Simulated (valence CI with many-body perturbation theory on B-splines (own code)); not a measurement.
# E1 transitions of Cd¹⁵⁺

Calculated by configuration interaction combined with many-body perturbation theory (CI+MBPT): five valence electrons over a frozen Dirac-Fock core [Ar] 3d10, radial functions for each j: 9 s, 9 p, 8 d, 6 f, 3 g, 1 h, with the one-electron correlation potential Σ1, the two-electron term Σ2, the three-electron term Σ3, Breit, model QED; selected CI, second order for the rest (own B-spline code, finite nucleus).

No measured spectrum was set against this ion. As an estimate, levels hold to about 250 cm⁻¹ or 0.2 % of their energy and the worst to 1 %, as in measured heavy ions of charge 2 to 7; those with d or f electrons hold less well. Among the levels kept, up to 320 cm⁻¹ of a level comes from second order outside the variational space, and about a tenth of that is noise between levels of different J, which matters for small intervals.

Lines 1 to 50 of 179 in falling wavelength, among levels below 869130 cm⁻¹, chosen from the strongest by gf and those to the six lowest levels. Wavelengths and rates use the calculated energies, so an error of 1000 cm⁻¹ moves a line at 54.77 nm by 0.55 % and its rate by three times that or more. Electric multipoles are in the length gauge, E1 and E2 with the static RPA response of the core. Weak lines are less certain than strong ones. Lines between different terms over intervals too small for the method are left out, as are lines whose strength nearly cancels. The highest levels of a list are the least certain.

Names give the largest LS component (configuration and term), which can be under half, so a name can repeat, a term be missing and a line seem to break the LS rules; names also repeat where a configuration has a term twice. Letters in brackets count levels of one name in rising energy.

```
λ vac (nm)            Upper                Lower   A (s⁻¹)  S (a.u.) with core polarisation  S without
     54.77      4p⁵ ²P°_3/2  4s²4p²4d ²P_3/2 [a]  7.38e+07                         2.39e-02   2.63e-02
     53.45      4p⁵ ²P°_1/2  4s²4p²4d ²P_1/2 [a]  5.10e+07                         7.68e-03   8.45e-03
     52.20  4s4p³4d ⁶D°_5/2      4s²4p²4d ⁴P_3/2  3.90e+07                         1.64e-02   1.80e-02
     50.28  4s4p³4d ⁶D°_7/2      4s²4p²4d ⁴P_5/2  7.77e+07                         3.90e-02   4.28e-02
     48.23     4s4p⁴ ⁴P_5/2       4s²4p³ ²P°_3/2  8.08e+06                         2.68e-03   2.94e-03
     46.03      4p⁵ ²P°_3/2      4s²4p²4d ⁴D_3/2  4.53e+07                         8.72e-03   9.60e-03
     45.90      4p⁵ ²P°_3/2      4s²4p²4d ⁴D_1/2  2.68e+07                         5.13e-03   5.63e-03
     42.38  4s4p³4d ⁶D°_5/2      4s²4p²4d ⁴D_5/2  3.03e+07                         6.84e-03   7.50e-03
     41.21      4p⁵ ²P°_3/2         4s4p⁴ ²P_1/2  8.85e+07                         1.22e-02   1.34e-02
     41.11     4s4p⁴ ⁴P_3/2       4s²4p³ ²P°_3/2  1.68e+08                         2.31e-02   2.53e-02
     40.91  4s4p³4d ⁶D°_7/2      4s²4p²4d ⁴F_9/2  2.11e+07                         5.69e-03   6.22e-03
     40.18     4s4p⁴ ⁴P_1/2       4s²4p³ ²P°_3/2  6.48e+07                         4.15e-03   4.53e-03
     39.91  4s4p³4d ⁶D°_9/2      4s²4p²4d ⁴F_9/2  2.23e+08                         6.99e-02   7.67e-02
     39.29  4s4p³4d ⁶D°_1/2      4s²4p²4d ⁴D_3/2  1.24e+08                         7.45e-03   8.15e-03
     39.24  4s4p³4d ⁶D°_5/2  4s²4p²4d ²F_7/2 [a]  4.33e+07                         7.75e-03   8.50e-03
     39.20  4s4p³4d ⁶D°_1/2      4s²4p²4d ⁴D_1/2  1.49e+08                         8.84e-03   9.68e-03
     39.07  4s4p³4d ⁶D°_3/2      4s²4p²4d ⁴D_3/2  1.59e+08                         1.87e-02   2.05e-02
     38.96  4s4p³4d ⁶D°_5/2      4s²4p²4d ⁴D_3/2  4.45e+07                         7.80e-03   8.55e-03
     38.96  4s4p³4d ⁶D°_7/2  4s²4p²4d ²F_7/2 [a]  4.13e+07                         9.63e-03   1.05e-02
     38.05  4s4p³4d ⁶D°_9/2  4s²4p²4d ²F_7/2 [a]  8.33e+07                         2.27e-02   2.49e-02
     38.02  4s4p³4d ⁶D°_7/2      4s²4p²4d ⁴F_7/2  2.17e+08                         4.71e-02   5.16e-02
     37.35  4s4p³4d ⁶D°_3/2  4s²4p²4d ²F_5/2 [a]  7.12e+07                         7.33e-03   8.02e-03
     37.25  4s4p³4d ⁶D°_5/2  4s²4p²4d ²F_5/2 [a]  1.47e+08                         2.25e-02   2.47e-02
     37.16  4s4p³4d ⁶D°_9/2      4s²4p²4d ⁴F_7/2  2.00e+08                         5.06e-02   5.56e-02
     37.11      4p⁵ ²P°_3/2      4s²4p²4d ⁴F_3/2  2.07e+08                         2.09e-02   2.29e-02
     37.00  4s4p³4d ⁶D°_7/2  4s²4p²4d ²F_5/2 [a]  2.77e+07                         5.54e-03   6.07e-03
     36.23      4p⁵ ²P°_1/2      4s²4p²4d ⁴D_3/2  1.15e+08                         5.39e-03   5.93e-03
     36.15      4p⁵ ²P°_1/2      4s²4p²4d ⁴D_1/2  7.46e+08                         3.48e-02   3.82e-02
     35.73  4s4p³4d ⁶D°_1/2         4s4p⁴ ²P_1/2  1.18e+08                         5.31e-03   5.82e-03
     35.53     4s4p⁴ ⁴P_5/2       4s²4p³ ²D°_5/2  4.97e+08                         6.60e-02   7.24e-02
     34.41     4s4p⁴ ²D_3/2       4s²4p³ ²P°_3/2  1.60e+07                         1.29e-03   1.39e-03
     34.40     4s4p⁴ ⁴P_3/2       4s²4p³ ²P°_1/2  1.31e+07                         1.05e-03   1.16e-03
     34.20  4s4p³4d ⁶D°_5/2      4s²4p²4d ⁴F_5/2  9.56e+07                         1.13e-02   1.24e-02
     33.99  4s4p³4d ⁶D°_7/2      4s²4p²4d ⁴F_5/2  9.91e+07                         1.54e-02   1.69e-02
     33.75     4s4p⁴ ⁴P_1/2       4s²4p³ ²P°_1/2  8.92e+08                         3.38e-02   3.71e-02
     33.54      4p⁵ ²P°_3/2         4s4p⁴ ²P_3/2  4.69e+09                         3.49e-01   3.83e-01
     33.43     4s4p⁴ ⁴P_5/2       4s²4p³ ²D°_3/2  1.20e+09                         1.32e-01   1.45e-01
     33.18      4p⁵ ²P°_1/2         4s4p⁴ ²P_1/2  4.83e+09                         1.74e-01   1.91e-01
     32.61     4s4p⁴ ²D_5/2       4s²4p³ ²P°_3/2  1.92e+09                         1.98e-01   2.17e-01
     32.59      4p⁵ ²P°_3/2         4s4p⁴ ²S_1/2  2.10e+09                         1.44e-01   1.58e-01
     32.37  4s4p³4d ⁶D°_5/2      4s²4p²4d ⁴F_3/2  4.52e+07                         4.54e-03   4.99e-03
     31.51     4s4p⁴ ⁴P_3/2       4s²4p³ ²D°_5/2  4.83e+08                         2.98e-02   3.26e-02
     29.85     4s4p⁴ ⁴P_3/2       4s²4p³ ²D°_3/2  4.28e+06                         2.25e-04   2.43e-04
     29.58     4s4p⁴ ²D_3/2       4s²4p³ ²P°_1/2  4.39e+08                         2.24e-02   2.46e-02
     29.36     4s4p⁴ ⁴P_1/2       4s²4p³ ²D°_3/2  3.48e+08                         8.68e-03   9.52e-03
     29.02     4s4p⁴ ²S_1/2       4s²4p³ ²P°_3/2  1.69e+08                         4.09e-03   4.48e-03
     29.01      4p⁵ ²P°_3/2         4s4p⁴ ²D_5/2  9.85e+09                         4.75e-01   5.20e-01
     28.55     4s4p⁴ ⁴P_5/2       4s²4p³ ⁴S°_3/2  3.40e+09                         2.35e-01   2.57e-01
     28.30     4s4p⁴ ²P_3/2       4s²4p³ ²P°_3/2  2.35e+09                         1.05e-01   1.16e-01
     28.02      4p⁵ ²P°_1/2         4s4p⁴ ²P_3/2  1.00e+10                         2.18e-01   2.39e-01
```
